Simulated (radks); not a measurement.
Species: the barium ion Ba10+. Configuration: [Kr] 4d9 5s1 (not the ground configuration).

All-electron calculation, non-relativistic Kohn-Sham, PBE, spin-polarised, spherical densities, point nucleus; open shells are filled with parallel spins first (spin-orbit coupling, left out, can overturn this in heavy ions); relativity is left out, which matters for an element this heavy. Program: a radial shooting solver on a logarithmic mesh with Libxc functionals.

Energy parts (Ry):
| part | energy |
|---|---|
| total | -15715.1600 |
| kinetic | 15710.4021 |
| electron-nucleus | -36693.4912 |
| Hartree | 5640.2738 |
| exchange-correlation | -372.3446 |

Orbitals (lengths in bohr, moments of r in powers of bohr; <r^-3> diverges for s and p1/2; r(max) is where P^2 peaks):
orbital  occ.  eigenvalue (Ry)   r(max)      <r>      <r^4>  <r^-3>
1s up       1        -2625.838  0.01797  0.02713  2.447e-06       -
1s down     1        -2625.829  0.01797  0.02713  2.447e-06       -
2s up       1        -413.6296  0.09903   0.1164  0.0004277       -
2s down     1        -413.5893  0.09903   0.1164  0.0004277       -
2p up       3        -390.9614  0.07731  0.09899  0.0002765    5838
2p down     3        -390.9297  0.07731  0.09899  0.0002765    5839
3s up       1        -96.21531   0.2800   0.3061    0.01718       -
3s down     1        -96.19171   0.2800   0.3060    0.01717       -
3p up       3        -86.52453   0.2666   0.2961    0.01620    1125
3p down     3        -86.49884   0.2667   0.2960    0.01618    1125
3d up       5        -68.50288   0.2158   0.2666    0.01261   186.0
3d down     5        -68.46764   0.2158   0.2666    0.01259   185.9
4s up       1        -27.52051   0.6490   0.6948     0.4245       -
4s down     1        -27.40563   0.6490   0.6945     0.4234       -
4p up       3        -23.93964   0.6607   0.7155     0.4951   243.2
4p down     3        -23.82337   0.6607   0.7150     0.4935   243.4
4d up       5        -17.67347   0.6829   0.7655     0.7116   33.77
4d down     4        -17.55306   0.6828   0.7646     0.7075   33.85
5s up       1        -11.34490    1.386    1.441      7.285       -
5s down     0        -11.18563    1.387    1.439      7.233       -

The highest occupied level is 5s up at -154.36 eV. Spin moment in Bohr magnetons: 2. The electron density at the nucleus is 1.243e+05 e/bohr^3. Virial ratio -V/T = 2.00030.
